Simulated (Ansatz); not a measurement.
Reaction (homolysis of the B–Ge bond): `F[B](Cl)[GeH3]` → `F[B]Cl`• + `[GeH3]`•

Gas-phase electronic energies from Ansatz, PBE0-D4/def2-TZVP geometries. CCSD(T)/CBS adds triple-zeta CCSD(T) − MP2 to the extrapolated MP2 energy (def2 sets, frozen cores). This one scheme is used for every species. DFT in def2-TZVPP. No spin–orbit coupling; open shells (•) take unrestricted orbitals. For Ge outer-core shells are correlated without core-valence functions, which leaves a few kJ/mol of doubt a bond. Scalar relativity is left out up to krypton.

`F[B](Cl)[GeH3]`:

```xyz
7

F     0.114    1.114    1.917
B     0.127    0.027    1.178
Cl    0.350   -1.501    2.009
Ge   -0.104    0.093   -0.882
H    -0.282    1.532   -1.388
H    -1.334   -0.737   -1.281
H     1.129   -0.530   -1.553
```

`F[B]Cl`•:

```xyz
3

F    -1.127    0.599    0.017
B     0.076    0.289    0.403
Cl    1.051   -0.889   -0.420
```

`[GeH3]`•:

Z-matrix (Å, degrees):
```
Ge
H 1 1.539
H 1 1.539 2 111.1
H 1 1.539 2 111.1 3 124.3
```

```tsv
species	r2SCAN energy (Eh)
`F[B](Cl)[GeH3]`	-2663.75550
`F[B]Cl`•	-584.89452
`[GeH3]`•	-2078.73609
```

(1) Work out ΔE.

Largest T1 diagnostic among the species: 0.015.

## Answers

(1) ΔE = (-584.89452) + (-2078.73609) − (-2663.75550) = 0.12489 Eh = +78.4 kcal/mol. CCSD(T)/CBS gives +86.6 kcal/mol.

Leaving LDA and LC-ωPBE aside and taking each functional with its dispersion term where it has one, the values, not all of them listed here, spread over 7.9 kcal/mol, from r2SCAN0-D4 to ωB97X-V. LDA lies +12.8 kcal/mol from PBE without D4, its usual overbinding. From BLYP to BHLYP (50 % exact exchange), in def2-TZVPP and without D4, ΔE moves by +2.7 kcal/mol. The D4 term adds +2.5 kcal/mol with B3LYP and +1.3 kcal/mol with PBE0; it sums over pairs of atoms, weighted by their polarisabilities, and B3LYP, whose exchange is more repulsive, gets the larger term.

B3LYP here is the variant with VWN-RPA as its local correlation; programs differ in this.
